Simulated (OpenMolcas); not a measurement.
Os4+ in a point-charge field

Os4+ among 5 point charges of -2 e arranged as a trigonal bipyramid (D3h), 2.12 Å from the ion, with the axial distance 1.950 Å.

```yaml
Program: OpenMolcas
Method: "SS-CASPT2, IPEA 0.25 Eh, imaginary shift 0.1 Eh (closed shells correlated: 4f 5s 5p)"
Basis: ANO-RCC-VDZP [7s6p4d2f1g]
Scalar_Hamiltonian: DKH2, point nucleus
Active_space: 4 electrons in 5 orbitals (5d)
State_averaging: 2S+1 = 5 even, 5 roots; 2S+1 = 3 even, 45 roots; 2S+1 = 1 even, 50 roots
Spin-orbit_coupling: RASSI with atomic mean-field integrals over the reference wave functions
```

The lowest spin-free states (labels of D3, the rotations of D3h), above the lowest:

| State | Degeneracy | E (cm-1) | Free-ion L (%) |
| --- | --- | --- | --- |
| 5A1 | 1 | 0 | D (100) |
| 5E | 2 | 11140 | D (100) |
| 5E | 2 | 14700 | D (100) |
| 3E | 2 | 17830 | H (69) |
| 3A2 | 1 | 18520 | H (71) |
| 3A1 | 1 | 18570 | H (72) |
| 3A2 | 1 | 19240 | P (57) |
| 3E | 2 | 20040 | F (48) |
| 3E | 2 | 21560 | G (47) |
| 3A1 | 1 | 21850 | G (71) |
| 3E | 2 | 24570 | F (46) |
| 1A2 | 1 | 24920 | I (100) |
| 1A1 | 1 | 24970 | I (100) |
| 3A2 | 1 | 25960 | H (73) |
| 1A1 | 1 | 27230 | I (50) |
| 3A1 | 1 | 27820 | G (61) |
| 3A2 | 1 | 27890 | G (61) |
| 1E | 2 | 28070 | I (52) |
| 3E | 2 | 28360 | H (100) |
| 3E | 2 | 28860 | F (41) |

The lowest levels with spin-orbit coupling:

```json
{"E (cm-1)": "0", "Degeneracy": "1", "Label": "A1", "2S+1": "5 (70 %)", "g": ""}
{"E (cm-1)": "2550", "Degeneracy": "2", "Label": "E", "2S+1": "5 (86 %)", "g": "0.00 0.00 3.87"}
{"E (cm-1)": "4980", "Degeneracy": "2", "Label": "E", "2S+1": "5", "g": "0.00 0.00 7.72"}
{"E (cm-1)": "11040", "Degeneracy": "1", "Label": "A1", "2S+1": "5 (73 %)", "g": ""}
{"E (cm-1)": "11150", "Degeneracy": "1", "Label": "A2", "2S+1": "5 (79 %)", "g": ""}
{"E (cm-1)": "14020", "Degeneracy": "2", "Label": "E", "2S+1": "5 (86 %)", "g": "0.00 0.00 3.31"}
{"E (cm-1)": "14380", "Degeneracy": "2", "Label": "E", "2S+1": "5 (78 %)", "g": "0.00 0.00 3.64"}
{"E (cm-1)": "14490", "Degeneracy": "2", "Label": "E", "2S+1": "5 (60 %)", "g": "0.00 0.00 5.13"}
{"E (cm-1)": "14970", "Degeneracy": "1", "Label": "A1", "2S+1": "5 (51 %)", "g": ""}
{"E (cm-1)": "14970", "Degeneracy": "1", "Label": "A2", "2S+1": "5 (51 %)", "g": ""}
{"E (cm-1)": "16650", "Degeneracy": "1", "Label": "A2", "2S+1": "5 (76 %)", "g": ""}
{"E (cm-1)": "16690", "Degeneracy": "1", "Label": "A1", "2S+1": "5 (67 %)", "g": ""}
{"E (cm-1)": "18120", "Degeneracy": "2", "Label": "E", "2S+1": "3 (69 %)", "g": "0.00 0.00 9.26"}
{"E (cm-1)": "18250", "Degeneracy": "1", "Label": "A1", "2S+1": "3 (51 %)", "g": ""}
{"E (cm-1)": "18280", "Degeneracy": "1", "Label": "A2", "2S+1": "3 (51 %)", "g": ""}
{"E (cm-1)": "18940", "Degeneracy": "2", "Label": "E", "2S+1": "5 (76 %)", "g": "0.00 0.00 0.88"}
{"E (cm-1)": "19600", "Degeneracy": "2", "Label": "E", "2S+1": "5 (67 %)", "g": "0.00 0.00 4.02"}
{"E (cm-1)": "20300", "Degeneracy": "1", "Label": "A1", "2S+1": "5 (45 %)", "g": ""}
{"E (cm-1)": "21320", "Degeneracy": "1", "Label": "A1", "2S+1": "3 (65 %)", "g": ""}
{"E (cm-1)": "21340", "Degeneracy": "1", "Label": "A2", "2S+1": "3 (64 %)", "g": ""}
```

Powder χT (cm3 K/mol): 0.00122 at 2 K, 0.00608 at 10 K, 0.0304 at 50 K, 0.0608 at 100 K, 0.122 at 200 K, 0.182 at 300 K. The effective moment at 300 K is 2.828 √(χT) = 1.21 μB.

Roots that are degenerate in the reference are averaged as groups; the widest CASPT2 spread within a group is 150 cm-1 (the 2-fold group of multiplicity 5 near 14700 cm-1 above the lowest state of its run). Shifts and gaps below about the spread of the groups concerned are not significant. Spin-orbit coupling mixes the spin-free states strongly: the lowest level takes only 52 % from its leading state, 5A1. Point charges give a weaker field than real ligands, and real ions of this kind are as a rule low spin; the high spin found here belongs to the model. Free-ion shares, where given, are those of the reference states; single-state CASPT2 does not remix them. Point charges carry no covalency, so the field is a model and not that of real ligands. No measured value stands beside these numbers.

With an even number of electrons the g values are those of a degenerate or nearly degenerate non-Kramers pair.
